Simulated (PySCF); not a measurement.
PySCF input for C₂H₇ClOSi, SMILES Cl[SiH2][C@H](O)C, PBE-D3(BJ)/def2-SVP. Geometry: PBE-D3(BJ)/def2-SVP. The structure was generated by enumeration; whether it is a known compound was not checked. Other conformers were not sampled.

```python
import numpy as np
from pyscf import gto, scf, dft, df
from pyscf.hessian import thermo

mol = gto.M(
    atom='''
    C    -2.34032281   -0.62684958    0.72485568
    C    -1.21930796    0.14991067    0.02940425
    O    -1.13074787    1.50565117    0.47615840
    Si    0.48111156   -0.70848769    0.22079667
    Cl    1.91809609    0.25004434   -0.94226651
    H    -2.12909497   -0.76556246    1.80772133
    H    -2.48066241   -1.63343499    0.27987551
    H    -3.29577655   -0.06961428    0.63790859
    H    -1.44106874    0.21474826   -1.05848968
    H    -0.93121896    1.48103313    1.43176349
    H     0.45001894   -2.16076578   -0.17174757
    H     0.88837477   -0.58190562    1.66551894
    ''',
    basis='def2-SVP',
    charge=0,
    spin=0,
    max_memory=1600,
    verbose=3,
)
mf = dft.RKS(mol, xc='pbe').density_fit(auxbasis='def2-universal-jkfit')
mf.disp = 'd3bj'
mf.grids.level = 3
mf.conv_tol = 1e-11
mf.max_cycle = 100
mf.kernel()

# [left out here: the lines that compute and print the analytic Hessian (its translational invariance restored by hand, since the grid's response is missing), thermochemistry and intensities]
```

Log of the run:

```
converged SCF energy = -904.498778159297

WARN: DFTD3 does not support analytical Hessian, using finite difference


WARN: Mole.unit (angstrom) is changed to Bohr

Mode                                 0                   1                   2
Irrep
Freq [cm^-1]                       62.5396            110.5686            215.2859
Reduced mass [au]                   4.1658              6.1102              1.3268
Force const [Dyne/A]                0.0096              0.0440              0.0362
Char temp [K]                      89.9806            159.0835            309.7484
Normal mode                   x     y     z       x     y     z       x     y     z
       0   C                -0.02 -0.04 -0.11    0.05 -0.05  0.06    0.02  0.01 -0.02
       1   C                 0.01  0.03  0.01   -0.05  0.04 -0.00    0.04  0.04  0.05
       2   O                -0.04  0.01  0.10   -0.11  0.04  0.02   -0.06  0.05  0.01
       3  Si                 0.02  0.06  0.06   -0.04  0.04 -0.06    0.02 -0.04  0.00
       4  Cl                 0.00 -0.05 -0.06    0.08 -0.04  0.01   -0.01 -0.00 -0.01
       5   H                -0.08 -0.11 -0.11    0.15 -0.07  0.04   -0.20  0.35  0.06
       6   H                 0.03 -0.01 -0.19    0.08 -0.05  0.05    0.32 -0.14  0.23
       7   H                -0.02 -0.05 -0.13    0.01 -0.10  0.16   -0.08 -0.21 -0.39
       8   H                 0.08  0.09  0.00   -0.12  0.04  0.02    0.11 -0.01  0.03
       9   H                -0.09 -0.05  0.11   -0.04  0.03  0.00   -0.18  0.09  0.03
      10   H                 0.03  0.03  0.19   -0.11  0.05 -0.09   -0.13  0.01 -0.19
      11   H                 0.04  0.19  0.04   -0.05 -0.01 -0.05    0.14 -0.26 -0.02
Mode                                 3                   4                   5
Irrep
Freq [cm^-1]                      247.4848            276.0237            337.9413
Reduced mass [au]                   3.0395              1.6198              1.1679
[...]
Reduced mass [au]                   1.8688              1.0571              1.2882
Force const [Dyne/A]                0.8576              0.5150              0.6968
Char temp [K]                    1269.8147           1308.3734           1378.6262
Normal mode                   x     y     z       x     y     z       x     y     z
       0   C                -0.05 -0.11 -0.01   -0.01  0.01 -0.00   -0.07  0.04 -0.04
       1   C                 0.07 -0.04 -0.04    0.00  0.01  0.01    0.03  0.02  0.07
       2   O                 0.01  0.10  0.02   -0.00 -0.01 -0.00   -0.01 -0.05 -0.01
       3  Si                -0.03 -0.00 -0.00    0.01 -0.03  0.02    0.00  0.01 -0.02
       4  Cl                 0.00 -0.00  0.00   -0.00 -0.00  0.00    0.00  0.00 -0.00
       5   H                 0.08  0.17  0.00    0.04 -0.02 -0.01    0.38  0.07 -0.12
       6   H                -0.39 -0.21  0.32    0.05  0.01 -0.01    0.13 -0.06  0.12
       7   H                 0.08  0.12  0.09   -0.06 -0.06  0.05   -0.25 -0.22  0.34
       8   H                 0.25  0.06 -0.07    0.04 -0.00 -0.00    0.50  0.04 -0.03
       9   H                -0.01  0.08  0.03   -0.01  0.00  0.00   -0.01  0.13 -0.01
      10   H                 0.19  0.01 -0.05   -0.16  0.16 -0.62   -0.06 -0.03  0.13
      11   H                 0.11  0.07 -0.05   -0.06  0.70 -0.03   -0.20 -0.04  0.05
Mode                                15                  16                  17
Irrep
Freq [cm^-1]                     1053.7591           1066.5676           1183.8133
Reduced mass [au]                   1.8157              3.4464              1.5504
Force const [Dyne/A]                1.1879              2.3099              1.2801
Char temp [K]                    1516.1247           1534.5534           1703.2438
Normal mode                   x     y     z       x     y     z       x     y     z
       0   C                 0.07 -0.01 -0.11   -0.02 -0.07  0.03    0.05 -0.04 -0.00
       1   C                -0.12 -0.04  0.09    0.05  0.19  0.00   -0.12  0.09  0.05
       2   O                 0.02 -0.01 -0.00   -0.00 -0.12 -0.04    0.01  0.01 -0.02
       3  Si                 0.01 -0.00  0.00    0.00 -0.00  0.00    0.01 -0.00 -0.01
       4  Cl                 0.00 -0.00 -0.00   -0.00 -0.00  0.00   -0.00 -0.00  0.00
       5   H                 0.23  0.29 -0.10   -0.15  0.04  0.07   -0.09  0.12  0.05
       6   H                -0.13 -0.08  0.13   -0.20 -0.06  0.08   -0.14 -0.00 -0.02
       7   H                 0.18  0.20  0.01    0.07  0.08 -0.02    0.16  0.15 -0.07
       8   H                -0.26  0.16  0.13   -0.07  0.32  0.03    0.46 -0.35 -0.09
       9   H                -0.00  0.36  0.01   -0.03  0.16 -0.03    0.01 -0.40 -0.02
      10   H                -0.06  0.00 -0.02    0.03  0.01 -0.02   -0.01 -0.01  0.01
      11   H                -0.01  0.02  0.01    0.02  0.00  0.00   -0.07  0.03  0.03
Mode                                18                  19                  20
Irrep
Freq [cm^-1]                     1243.3964           1328.1355           1355.0196
Reduced mass [au]                   1.3282              1.2286              1.1878
Force const [Dyne/A]                1.2098              1.2769              1.2850
Char temp [K]                    1788.9706           1910.8913           1949.5715
Normal mode                   x     y     z       x     y     z       x     y     z
       0   C                 0.03  0.00  0.08   -0.10 -0.06  0.04    0.03  0.03 -0.02
       1   C                -0.08 -0.06 -0.06    0.02 -0.00  0.01   -0.01 -0.05  0.06
       2   O                 0.00 -0.01  0.02   -0.00  0.01 -0.02   -0.01  0.02 -0.05
       3  Si                 0.01  0.00 -0.00   -0.00 -0.00  0.00   -0.00  0.00  0.00
       4  Cl                -0.00 -0.00  0.00   -0.00  0.00 -0.00    0.00  0.00 -0.00
       5   H                -0.12 -0.07  0.09    0.36  0.19 -0.02   -0.12 -0.16 -0.00
       6   H                 0.02  0.12 -0.18    0.48  0.01 -0.26   -0.05 -0.04  0.17
       7   H                 0.06  0.01 -0.22    0.23  0.44 -0.15   -0.01 -0.04  0.03
       8   H                 0.49  0.37 -0.16    0.00  0.16  0.02    0.08  0.68  0.10
       9   H                -0.01  0.44  0.03   -0.00 -0.18 -0.02    0.01 -0.52 -0.06
      10   H                -0.04 -0.01 -0.00   -0.00  0.00 -0.01   -0.00  0.01 -0.01
      11   H                -0.01  0.01 -0.00    0.00  0.01  0.00    0.01 -0.00 -0.00
Mode                                21                  22                  23
Irrep
Freq [cm^-1]                     1406.4586           1421.6067           2146.7515
Reduced mass [au]                   1.0531              1.0459              1.0313
Force const [Dyne/A]                1.2273              1.2454              2.8004
Char temp [K]                    2023.5808           2045.3756           3088.6974
Normal mode                   x     y     z       x     y     z       x     y     z
       0   C                -0.02  0.03 -0.03   -0.02  0.03  0.03   -0.00  0.00 -0.00
       1   C                -0.03  0.01 -0.02   -0.01  0.03  0.01    0.00 -0.00 -0.00
       2   O                 0.00 -0.01  0.01    0.00 -0.00 -0.00   -0.00  0.00  0.00
       3  Si                 0.00 -0.00 -0.00    0.00 -0.00  0.00   -0.01  0.01 -0.02
       4  Cl                -0.00  0.00  0.00   -0.00 -0.00 -0.00    0.00  0.00 -0.00
       5   H                -0.22 -0.49 -0.04    0.50 -0.40 -0.14   -0.00 -0.00 -0.00
       6   H                 0.40 -0.26  0.47   -0.23 -0.04  0.23    0.00  0.00  0.00
       7   H                 0.17  0.36  0.13   -0.01 -0.09 -0.63   -0.00 -0.00  0.00
       8   H                 0.07 -0.09 -0.05   -0.02 -0.06  0.01   -0.01  0.00 -0.00
       9   H                 0.00  0.13  0.01    0.01 -0.02 -0.00   -0.00  0.00  0.00
      10   H                -0.00 -0.01 -0.00    0.00  0.00 -0.00   -0.01 -0.47 -0.14
      11   H                -0.00  0.00 -0.00   -0.00  0.01  0.01    0.24  0.08  0.81
Mode                                24                  25                  26
Irrep
Freq [cm^-1]                     2161.2109           2954.5752           2986.8036
Reduced mass [au]                   1.0516              1.0374              1.0847
Force const [Dyne/A]                2.8939              5.3358              5.7013
Char temp [K]                    3109.5013           4250.9759           4297.3454
Normal mode                   x     y     z       x     y     z       x     y     z
       0   C                 0.00  0.00  0.00    0.03  0.02 -0.03    0.01  0.00  0.01
       1   C                -0.00 -0.00 -0.00    0.00 -0.00  0.00   -0.02  0.01 -0.08
       2   O                 0.00 -0.00  0.00   -0.00  0.00 -0.00   -0.00 -0.00  0.00
       3  Si                -0.01 -0.03 -0.02   -0.00  0.00 -0.00    0.00 -0.00 -0.00
       4  Cl                 0.00  0.00  0.00    0.00 -0.00 -0.00   -0.00 -0.00  0.00
       5   H                -0.00 -0.00 -0.00    0.14 -0.08  0.66   -0.02  0.01 -0.07
       6   H                 0.00 -0.00 -0.00   -0.06 -0.44 -0.20   -0.01 -0.09 -0.04
       7   H                 0.00  0.00  0.00   -0.43  0.26 -0.05   -0.09  0.05 -0.01
       8   H                -0.00  0.00 -0.01   -0.01  0.00 -0.04    0.19 -0.06  0.92
       9   H                -0.01  0.01  0.00    0.00  0.00  0.00   -0.00  0.01 -0.01
      10   H                 0.01  0.82  0.22    0.00 -0.00  0.00   -0.00  0.00  0.00
      11   H                 0.14  0.03  0.46    0.00 -0.00  0.00    0.00  0.00  0.00
Mode                                27                  28                  29
Irrep
Freq [cm^-1]                     3040.3377           3061.3261           3676.2307
Reduced mass [au]                   1.1014              1.1035              1.0665
Force const [Dyne/A]                5.9983              6.0933              8.4918
Char temp [K]                    4374.3691           4404.5667           5289.2775
Normal mode                   x     y     z       x     y     z       x     y     z
       0   C                -0.05 -0.00 -0.07    0.03 -0.08 -0.02   -0.00 -0.00 -0.00
       1   C                -0.00  0.00 -0.01    0.00 -0.00 -0.00    0.00 -0.00  0.00
       2   O                 0.00 -0.00  0.00   -0.00  0.00  0.00    0.01  0.00  0.06
       3  Si                 0.00 -0.00 -0.00   -0.00 -0.00 -0.00   -0.00  0.00 -0.00
       4  Cl                -0.00  0.00  0.00   -0.00  0.00  0.00    0.00 -0.00  0.00
       5   H                 0.13 -0.08  0.65    0.02 -0.02  0.05    0.00  0.00  0.00
       6   H                 0.04  0.36  0.15    0.09  0.65  0.29   -0.00 -0.00 -0.00
       7   H                 0.45 -0.27  0.03   -0.53  0.30 -0.06    0.00  0.00  0.00
       8   H                 0.03 -0.01  0.15    0.00  0.00  0.01   -0.00  0.00 -0.01
       9   H                 0.00  0.00  0.00    0.00  0.00 -0.00   -0.20  0.01 -0.95
      10   H                 0.00  0.00  0.00    0.00  0.00  0.00    0.00 -0.00 -0.00
      11   H                 0.00 -0.00  0.00    0.00  0.00  0.00   -0.00  0.00  0.00
temperature 298.1500 [K]
pressure 101325.00 [Pa]
Rotational constants [GHz] 6.00631 1.59550 1.36328
Symmetry number 1
Zero-point energy (ZPE) 0.08601 [Eh]   225831.120 [J/mol]
                           tot       elec      trans        rot        vib
Entropy [J/mol/K]       357.312      0.000    167.438    115.479     74.395
Cv [J/mol/K]            108.127      0.000     12.472     12.472     83.184
Cp [J/mol/K]            116.442      0.000     20.786     12.472     83.184
Internal energy [J/mol]                      3718.434   3718.434 238072.450
Internal energy [Eh]   -904.40527  -904.49878
Enthalpy [J/mol]                             6197.391   3718.434 238072.450
Enthalpy [Eh]          -904.40432
Gibbs free energy [J/mol]                  -43724.234 -30711.494 215891.445
Gibbs free energy [Eh] -904.44490
mode   freq/cm-1   IR/(km/mol)
   1       62.54         0.020
   2      110.57         0.998
   3      215.29         2.151
   4      247.48         3.619
   5      276.02         4.583
   6      337.94       106.972
   7      410.61        39.253
   8      521.96        43.419
   9      558.52        28.193
  10      645.05        12.307
  11      710.03         5.402
  12      823.89       191.110
  13      882.57        29.349
  14      909.36        75.164
  15      958.19        49.258
  16     1053.76        16.362
  17     1066.57        84.069
  18     1183.81         7.966
  19     1243.40        10.387
  20     1328.14         2.787
  21     1355.02        40.545
  22     1406.46        10.348
  23     1421.61         5.198
  24     2146.75        84.712
  25     2161.21       121.662
  26     2954.58        17.019
  27     2986.80         7.055
  28     3040.34        16.994
  29     3061.33        10.198
  30     3676.23        18.500
max |gradient| / (hartree/bohr): 2.9568010938783894e-05
APT charges: [-0.0298  0.2216 -0.5792  1.2135 -0.4965 -0.008   0.0095 -0.0131 -0.0279
  0.2465 -0.2723 -0.2642]
```

The calculation finished and met its thresholds.

Cost: very roughly 2.3 core-minutes.
